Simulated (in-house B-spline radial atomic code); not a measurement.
# RPA and G0W0 on r2SCAN0: the arsenic ion As⁴⁺

Configuration [Ar] 3d10 4s1, highest spin, mean-field start r2SCAN0. Computed with a B-spline radial code for spherical atoms: all electrons, scalar-relativistic (spin-free one-electron X2C), finite nucleus, each spin shell either full or empty, empty states to l = 9 with an (l + 1/2)⁻⁴ tail; G0W0 by contour deformation at full frequency.

RPA overbinds a lone outer s electron by self-correlation, and G0W0 tends to as well.

Command:
```bash
python run_gw.py task.json out
```
Settings (radii: box in bohr, nucleus in fm):
```
Z                        33
electrons                29
configuration            [Ar] 3d10 4s1
hamiltonian              x2c
method                   r2scan0
lmax                     9
rms_radius               4.0968
spin_polarised           True
box_radius               11.96
intervals                68
ion_configuration        [Ar] 3d10
```

Time taken, with all properties: 4.8 s on 1 thread of Arm Neoverse V1 (shared host).

Energies (hartree):

| term | value |
| --- | --- |
| mean-field total | -2256.82194 |
| Hartree-Fock functional on these orbitals | -2255.30492 |
| direct second order | -2.4548 |
| second-order exchange | 0.7208 |
| SOSEX correction | 0.66512 |

Q: What is the RPA correlation energy, and what remains with SOSEX?

A: RPA gives -2.1404 hartree (-2.01 eV per electron); RPA + SOSEX gives -1.4753, and the second-order doubles -1.734 hartree (no singles). RPA lacks exchange-type terms and so overcorrelates at short range.

Quasi-particle levels (eV):

```tsv
level	occupied	mean field	Σx - vxc	Σc	QP weight	G0W0
4s up	yes	-59.24	-2.71	?	?	?
3d down	yes	-95.40	-11.35	2.70	0.944	-104.05
3d up	yes	-95.68	-11.26	2.65	0.911	-104.29
4s down	no	-53.04	5.59	-2.35	0.962	-49.80
```

G0W0 = mean field + (Σx - vxc) + Σc, with Σc (partial-wave tail included) taken at the quasi-particle energy. Only the outer levels were computed. Levels of low weight are left out.

Q: Where does G0W0 put 4s up?

A: At -63.62 eV, with Σc = -1.67 eV and a quasi-particle weight of 0.975. The tabulated removal energy is 62.77 ± 0.06 eV (NIST, measured); the calculation leaves out spin-orbit coupling, Breit and QED terms, and what these don't explain is the method's own error.

Q: What does it cost to remove one electron (to [Ar] 3d10) by differences of total energies, each species on its own start (correlation terms add to the Hartree-Fock functional)?

A: r2SCAN0 63.16 eV, Hartree-Fock functional 61.63 eV, + RPA 63.34 eV, + RPA + SOSEX 62.67 eV, + second order 63.14 eV. Tabulated: 62.77 ± 0.06 eV (NIST, measured); the calculation leaves out spin-orbit coupling, Breit and QED terms, and what these don't explain is the method's own error.
